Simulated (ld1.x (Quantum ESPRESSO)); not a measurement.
# Ca, PAW: configuration errors across variants

ld1.x (Quantum ESPRESSO) 7.5 input, shortened:

```
&input
   title='Ca', zed=20., rel=2, dft='PBE', iswitch=3,
   config='[Ar] 3d0 4s2 4p0 4f-2', rel_dist='average'
 /
 &inputp
   pseudotype=3, lpaw=.true., tm=.true., lloc=-1, rcloc=2.00,
   nlcc=.true., new_core_ps=.true., rcore=1.90,
   which_augfun='GAUSS', rmatch_augfun=1.30
 /
8
3S  1  0   2.00   0.00  1.70  2.30  0.0
4S  2  0   2.00   0.00  1.70  2.30  0.0
3P  2  1   6.00   0.00  2.10  2.85  0.0
4P  3  1   0.00   0.00  2.10  2.85  0.0
3D  3  2   0.00   0.00  2.35  2.75  0.0
3D  3  2   0.00   0.40  2.35  2.75  0.0
4F  4  3  -2.00   0.05  2.50  2.80  0.0
4F  4  3  -2.00   0.90  2.50  2.80  0.0
 &test
   configts(1)='3s2 3p6 3d0 4s2 4p0'
 /
```

Open shells are filled in proportion to 2j + 1 (rel_dist='average').

All-electron excitation energies from the reference (eV): (1) 3s2 3p6 3d0 4s1 4p0 6.309; (2) 3s2 3p6 3d0 4s0 4p0 18.130; (3) 3s2 3p6 3d0 4s1.5 4p0 2.504; (4) 3s2 3p6 3d1 4s0 4p0 7.689; (5) 3s2 3p6 3d1 4s1 4p0 2.282; (6) 3s2 3p6 3d0.5 4s1.5 4p0 1.053.

Tests that are not counted but printed errors over 1 eV. “base”: 3s2 3p6 3d0 4s0 4p1 (solver errors, printed error -641 eV). “waves 3d (bound): rcut 2.08, rcutus 2.20 bohr; 3d channel at 0.4 Ry: rcut 2.08, rcutus 2.20 bohr”: 3s2 3p6 3d0 4s0 4p1 (solver errors, printed error -641 eV). “waves 3d (bound): rcut 2.35, rcutus 3.20 bohr; 3d channel at 0.4 Ry: rcut 2.35, rcutus 3.20 bohr”: 3s2 3p6 3d1 4s1 4p0 (solver errors, printed error -767 eV); 3s2 3p6 3d0 4s0 4p1 (solver errors, printed error -641 eV). “waves 3d (bound): rcut 2.35, rcutus 4.02 bohr; 3d channel at 0.4 Ry: rcut 2.35, rcutus 4.02 bohr”: 3s2 3p6 3d0 4s0 4p1 (solver errors, printed error -641 eV).

Errors AE − PS in meV (a dash: test not solved or not reliable):

```csv
change,(1),(2),(3),(4),(5),(6),bound ghosts
base,+1.2,+0.8,+0.2,-5.7,-4.6,-1.9,not determined
"waves 3d (bound): rcut 1.66, rcutus 1.76 bohr; 3d channel at 0.4 Ry: rcut 1.66, rcutus 1.76 bohr",+1.2,+0.8,+0.2,+3.8,+0.1,–,not determined
"waves 3d (bound): rcut 2.08, rcutus 2.20 bohr; 3d channel at 0.4 Ry: rcut 2.08, rcutus 2.20 bohr",+1.2,+0.8,+0.2,+1.2,-1.3,-0.7,not determined
"waves 3d (bound): rcut 2.28, rcutus 2.42 bohr; 3d channel at 0.4 Ry: rcut 2.28, rcutus 2.42 bohr",+1.2,+0.8,+0.2,-0.9,-2.4,–,not determined
"waves 3d (bound): rcut 2.35, rcutus 3.20 bohr; 3d channel at 0.4 Ry: rcut 2.35, rcutus 3.20 bohr",+1.2,+0.7,+0.2,-13,–,-3.0,not determined
"waves 3d (bound): rcut 2.35, rcutus 3.42 bohr; 3d channel at 0.4 Ry: rcut 2.35, rcutus 3.42 bohr",+1.2,+0.7,+0.2,-16,–,–,not determined
"waves 3d (bound): rcut 2.35, rcutus 3.74 bohr; 3d channel at 0.4 Ry: rcut 2.35, rcutus 3.74 bohr",+1.2,+0.7,+0.2,-15,-8.5,–,not determined
"waves 3d (bound): rcut 2.35, rcutus 4.02 bohr; 3d channel at 0.4 Ry: rcut 2.35, rcutus 4.02 bohr",+1.2,+0.7,+0.2,-16,-8.3,-2.9,not determined
```

(1) Give the same row for: waves 3d (bound): rcut 2.35, rcutus 2.82 bohr; 3d channel at 0.4 Ry: rcut 2.35, rcutus 2.82 bohr.

## Answers

(1) +1.2, +0.8, +0.2, -6.9, -5.3, –; bound ghosts: not determined.
